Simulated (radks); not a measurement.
The mean radii <r> (bohr) of the occupied orbitals of an atom or ion are listed with their occupations. Method: Dirac Kohn-Sham, BLYP, spin-unpolarised, spherical densities, finite nucleus; Fermi nuclear charge, rms radius of each element as measured or else 0.836 A^(1/3) + 0.57 fm; computed with a radial shooting solver on a logarithmic mesh with Libxc functionals.

orbital  occ.      <r>
1s1/2       2  0.05827
2s1/2       2   0.2515
2p1/2       2   0.2162
2p3/2       1   0.2188

Name the element and its charge. Open shells, if any, fill j = l - 1/2 first.

Answer. Z = 26, iron, charge +19: Fe19+ in [He] 2s2 2p3. The 1s radius gives Z: for a bare nucleus <r> = (2 gamma + 1)/(2Z) with gamma = sqrt(1 - (Z/c)^2), 0.05699 bohr for Z = 26, and screening makes it slightly larger (0.05827 here). The occupations add up to 7, and the charge is Z minus that.
